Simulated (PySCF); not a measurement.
# Static response to an electric field

Species: C6H5NO2.
Numbering: `[CH3:1][O:2][C:3](=[O:4])[C:5]#[C:6][CH2:7][C:8]#[N:9]` (hydrogens: H10, H11, H12 on C1; H13, H14 on C7)

Cartesian coordinates in Å at the GFN2-xTB level; atoms count from 1:
```
atom  x, y, z in Å
C1     2.3329    0.0153   -2.0979
O2     1.4675    0.1834   -0.9851
C3     0.3288   -0.5139   -1.0252
O4     0.0012   -1.2507   -1.9189
C5    -0.4734   -0.2729    0.1492
C6    -1.2340   -0.1603    1.0732
C7    -2.1117    0.0133    2.2119
C8    -1.5361    0.9359    3.1669
N9    -1.0873    1.6627    3.9238
H10    3.1982    0.6444   -1.9065
H11    1.8325    0.3208   -3.0196
H12    2.6327   -1.0307   -2.1926
H13   -3.0781    0.4050    1.8760
H14   -2.2740   -0.9527    2.7026
```

Level: B3LYP/def2-SVPD (PySCF), static field, nuclei fixed, core orbitals frozen in the response. The polarisability tensor in these axes (au):

```
x    83.59   3.52 -22.62
y     3.52  65.60  15.11
z   -22.62  15.11 101.09
```

Task: What are the eigenvalues, a third of the trace, and Δα (Δα² = ½Σ(αi − αj)² over the three pairs)?

Result: Principal values 54.33, 77.20 and 118.76 au; mean 83.43 au = 12.36 Å³ = 13.76 × 10⁻⁴⁰ C²·m²/J; Δα = 56.58 au (68 % of the mean).

Task: What is the dipole moment, and where does it point?

Result: (-0.52, -1.08, -1.26) D, 1.74 D in size, pointing from the negative to the positive side. Measured along this direction, the outermost atoms are N9 at the negative end and O4 at the positive end.

Task: Find the Langevin capture rate constant for NH4+ (18.034 u) meeting this molecule (123.032 u), k = 2.342 × 10⁻⁹ cm³/s × √(α in Å³ / reduced mass in u).

Result: The reduced mass is 15.73 u, so k = 2.08 × 10⁻⁹ cm³/s. The formula leaves out the permanent dipole, which adds to the capture rate.

Task: Rayleigh depolarisation ratio (linearly polarised light, static tensor)?

Result: ρ = 3Δα²/(45ᾱ² + 4Δα²) = 9603.7/(313224 + 12804.9) = 0.0295.

Task: What would n − 1 = 2πNα be for an ideal gas of these molecules at 400 K and 1 atm, electronic part alone?

Result: N = p/kT = 1.8347 × 10¹⁹ cm⁻³, so n − 1 = 2π × N × 12.36 × 10⁻²⁴ cm³ = 1425 × 10⁻⁶ at long wavelengths.

Task: What are the principal values of the traceless quadrupole moment, Θ = ½Σq(3rr − r²1), about the centre of nuclear charge?

Result: -34.00, 5.11, 28.89 D·Å. The values depend on the origin, since the dipole doesn't vanish. The electronic extent ⟨r²⟩ about the same centre is 1835 bohr², a root-mean-square distance of 2.83 Å for the 64 electrons.

The structure is a single GFN2-xTB conformer in the gas phase; no vibrational or solvent corrections.
